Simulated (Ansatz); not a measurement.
Consider the ligand exchange at the Si–S bond: `C=CS[Si](F)(F)F` + H₂Se → `F[Si](F)(F)[SeH]` + `C=CS`.

Program: Ansatz. Geometries: PBE0-D4/def2-TZVP. ΔE: electronic, gas phase. CBS: MP2 limit from def2 TZ/QZ plus the TZ coupled-cluster correction, frozen cores. This one scheme is used for every species. DFT in def2-TZVPP. For Se outer-core shells are correlated without core-valence functions, which leaves a few kJ/mol of doubt a bond. Scalar relativity is left out up to krypton. One conformer a species, not always the lowest.

Problem. Is it downhill or uphill in electronic energy at CCSD(T)/CBS, and by how much? (Estimate.)

Solution. The calculation gave: Nearly level: ΔE = -1.5 kJ/mol.

Problem. What do these levels give: r2SCAN, SCS-MP2/def2-TZVPP, CCSD/def2-TZVPP, HF/def2-QZVPP, MP2/def2-QZVPP, SCS-MP2/def2-QZVPP? (An estimate is asked.)

Solution. Computed: r2SCAN -4.5, SCS-MP2/def2-TZVPP -0.5, CCSD/def2-TZVPP -0.4, HF/def2-QZVPP -2.4, MP2/def2-QZVPP -1.9, SCS-MP2/def2-QZVPP -1.4 kJ/mol.

Largest T1 diagnostic among the species: 0.012.

The D4 term adds +6.7 kJ/mol with B3LYP and +4.0 kJ/mol with PBE0; it sums over pairs of atoms, weighted by their polarisabilities, and B3LYP, whose exchange is more repulsive, gets the larger term.

B3LYP here is the variant with VWN-RPA as its local correlation; programs differ in this.
